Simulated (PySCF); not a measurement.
SMILES c1ccc(-c2ccccn2)cc1 (GFN2-xTB optimised geometry):

```
21

C     -1.684    -3.139     0.000
C     -2.367    -1.933     0.000
C     -1.670    -0.742     0.000
C     -0.274    -0.727     0.000
C      0.419     0.571     0.000
C      1.811     0.700     0.000
C      2.372     1.964     0.000
C      1.541     3.073     0.000
C      0.173     2.848     0.000
N     -0.369     1.649     0.000
C      0.401    -1.947     0.000
C     -0.299    -3.139     0.000
H     -2.226    -4.073     0.000
H     -3.447    -1.925     0.000
H     -2.189     0.204     0.000
H      2.452    -0.167     0.000
H      3.447     2.082     0.000
H      1.940     4.075     0.000
H     -0.529     3.673     0.000
H      1.480    -1.981     0.000
H      0.240    -4.075     0.000
```

Level of theory: B3LYP/def2-SVP run with PySCF.

Task: What are the frontier orbital energies and the dipole moment?

Result: HOMO-2 -6.98 eV, HOMO-1 -6.95 eV, HOMO -6.35 eV, LUMO -1.35 eV, LUMO+1 -0.77 eV; dipole moment 1.70 D.

Meta-Löwdin charges at B3LYP/def2-SVP: C1 -0.10, C2 -0.10, C3 -0.09, C4 0.00, C5 0.12, C6 -0.13, C7 -0.07, C8 -0.13, C9 0.02, N10 -0.26, C11 -0.11, C12 -0.10, H13 0.10, H14 0.10, H15 0.12, H16 0.10, H17 0.11, H18 0.11, H19 0.10, H20 0.10, H21 0.10.
